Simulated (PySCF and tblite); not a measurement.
Results of a calculation; reference values are marked as such.
Stationary points of C5H7N3 at GFN2-xTB, in Å:

Structure A

```
 1 C    -2.218    0.289   -0.716
 2 N    -1.337   -0.439    0.164
 3 C     0.007   -0.214    0.211
 4 C     0.720    0.523   -0.747
 5 N     2.030    0.668   -0.693
 6 C     2.668    0.090    0.308
 7 N     2.109   -0.622    1.273
 8 C     0.803   -0.771    1.227
 9 H    -3.231   -0.082   -0.583
10 H    -1.924    0.122   -1.753
11 H    -2.208    1.368   -0.519
12 H    -1.747   -0.797    1.012
13 H     0.227    1.013   -1.575
14 H     3.741    0.213    0.346
15 H     0.354   -1.353    2.024
```

Structure B

```
 1 C    -2.138   -0.115   -0.774
 2 N    -1.437   -0.080    0.500
 3 C    -0.021   -0.011    0.378
 4 C     0.676    0.993   -0.293
 5 N     1.996    0.995   -0.386
 6 C     2.635   -0.008    0.188
 7 N     2.086   -1.010    0.851
 8 C     0.767   -1.011    0.945
 9 H    -3.201   -0.238   -0.573
10 H    -1.787   -0.982   -1.334
11 H    -1.998    0.780   -1.394
12 H    -1.776    0.698    1.060
13 H     0.168    1.826   -0.766
14 H     3.714   -0.007    0.108
15 H     0.315   -1.829    1.490
```

The path came from a restrained scan, a climbing-image band and a saddle search at GFN2-xTB; energies are revPBE/pcSseg-1 + D3(BJ)//GFN2-xTB, thermal terms GFN2-xTB.

Question: Which structure is a saddle point, and along which motion?

Answer: B: one imaginary mode (140i cm⁻¹ at GFN2-xTB, mostly on C1, N2, H12), along the rotation about the C3–N2 bond (torsion C4–C3–N2–C1 from -14° to 166°, rising).

Question: Give their symmetry and energies above the lowest.

Answer: A C1, 0.0 kcal/mol; B C1, 8.1 kcal/mol.
